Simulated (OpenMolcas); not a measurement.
# Levels of Co4+ by method

- Program: OpenMolcas
- Basis: ANO-RCC-VQZP [7s6p4d3f2g1h]
- Scalar Hamiltonian: DKH2, point nucleus
- Active space: 5 electrons in 5 orbitals (3d)
- State averaging: 2S+1 = 6 even, 1 root; 2S+1 = 4 even, 24 roots; 2S+1 = 2 even, 75 roots
- Spin-orbit coupling: RASSI with atomic mean-field integrals over the reference wave functions, term energies averaged over their components

Methods on the same reference wave functions:
A. CASSCF
B. SS-CASPT2, IPEA 0.25 Eh, imaginary shift 0.1 Eh (closed shells correlated: 3s 3p)
C. MS-CASPT2, IPEA 0.25 Eh, imaginary shift 0.1 Eh (closed shells correlated: 3s 3p)

Energies in cm⁻¹ above 3d⁵ ⁶S_5/2, the measured ground level; measured values from Sugar and Corliss, J. Phys. Chem. Ref. Data 10, 1097 (1981).

| Level | A | B | C | Measured |
| --- | --- | --- | --- | --- |
| 3d⁵ ⁶S_5/2 | 0.0 | 0.0 | 0.0 | 0.0 |
| 3d⁵ ⁴G_5/2 | 42464 | 38420 | 38420 |  |
| 3d⁵ ⁴G_7/2 | 42505 | 38470 | 38470 |  |
| 3d⁵ ⁴G_11/2 | 42516 | 38480 | 38480 | 37218 |
| 3d⁵ ⁴G_9/2 | 42529 | 38490 | 38490 |  |
| 3d⁵ ⁴P_5/2 | 48837 | 42360 | 42360 | 40753 |
| 3d⁵ ⁴P_3/2 | 48953 | 42490 | 42490 | 40891 |
| 3d⁵ ⁴P_1/2 | 49093 | 42630 | 42630 | 41024 |
| 3d⁵ ⁴D_7/2 | 52754 | 46110 | 46110 | 44709 |
| 3d⁵ ⁴D_1/2 | 52887 | 46250 | 46250 | 44908 |
| 3d⁵ ⁴D_3/2 | 52996 | 46370 | 46370 |  |
| 3d⁵ ⁴D_5/2 | 53022 | 46390 | 46390 |  |
| 3d⁵ ²I_11/2 | 60520 | 56140 | 56140 |  |
| 3d⁵ ²I_13/2 | 60619 | 56260 | 56260 |  |
| 3d⁵ ²D_5/2(1) [67 %] | 67810 | 59350 | 59350 | 57083 |
| 3d⁵ ²D_3/2(1) | 68661 | 60090 | 60090 | 57823 |
| 3d⁵ ²F_7/2(1) | 70111 | 61980 | 61980 | 59455 |
| 3d⁵ ⁴F_9/2 | 71053 | 63040 | 63040 | 60830 |
| 3d⁵ ⁴F_7/2 | 71148 | 63120 | 63120 | 60974 |
| 3d⁵ ⁴F_3/2 | 71438 | 63380 | 63380 |  |
| 3d⁵ ²H_9/2 | 74244 | 67210 | 67210 | 64742 |
| 3d⁵ ²H_11/2 | 74631 | 67830 | 67830 | 65284 |
| 3d⁵ ²G_7/2(1) | 76722 | 68560 | 68560 | 66229 |
| 3d⁵ ²G_9/2(1) [73 %] | 77052 | 69100 | 69100 | 66760 |

Deviations, from unrounded energies. A percentage is the sum of absolute deviations over the sum of measured energies, with the sign that they share, or ± where signs differ.

```json
{"Against measurement": "mean absolute deviation (cm-1)", "Levels": "15", "A": "9200", "B": "2000", "C": "2000"}
{"Against measurement": "other terms of the ground configuration (%)", "Levels": "15", "A": "+17.0", "B": "+3.7", "C": "+3.7"}
```

B, C lie about equally close to measurement and A furthest from it. The largest miss of C in the table is 3d⁵ ²H_11/2, by +2500 cm-1. The ranking rests on the paired levels alone, and a cruder setting can come out closer through cancelling errors.

Between B and C no level of the table moves by more than 5 cm-1.

The two smallest mean deviations differ by little beside CASPT2's spread within terms, so their order carries little weight.

From A to B the spin-free energies of the other terms of 3d⁵ shown, above ⁶S, scale by factors of 0.87 to 0.93, as is usual when dynamic correlation screens the repulsion within a d or f shell.

The lowest spin-free term lies below A's lowest term by 0.431 hartree in B, 0.431 hartree in C.

CASPT2 breaks the degeneracy within a term, and the mean is taken; among the terms shown or strongly mixed into the levels shown the widest spread is 370 cm-1 (3d⁵ ⁴F, C). Without dynamic correlation excited terms often stand tens of per cent too high (terms of higher spin than the ground term too low), and those without a measured partner can miss by more than the paired ones (holds for A). Some levels mix across a computed gap that differs much from the measured one, so their mixing is not that of the real levels (holds for A). Blocks of more than 70 roots (2S+1 = 2 even) ran without multistate coupling (holds for C). Computed and measured levels are paired by configuration, term and J; levels that our copy of the source lacks, or whose pairing is in doubt (as where it misses far off the trend of its configuration), stay unpaired and out of the deviations. Levels of configurations outside the active space are missing. The table leaves out levels that lie high or whose names do not pair safely across all columns.

A share in square brackets marks a mixed level and gives the weight of the term that names it, the lowest over the columns. A number in round brackets counts repeated terms of one configuration in the order of the reference energies.
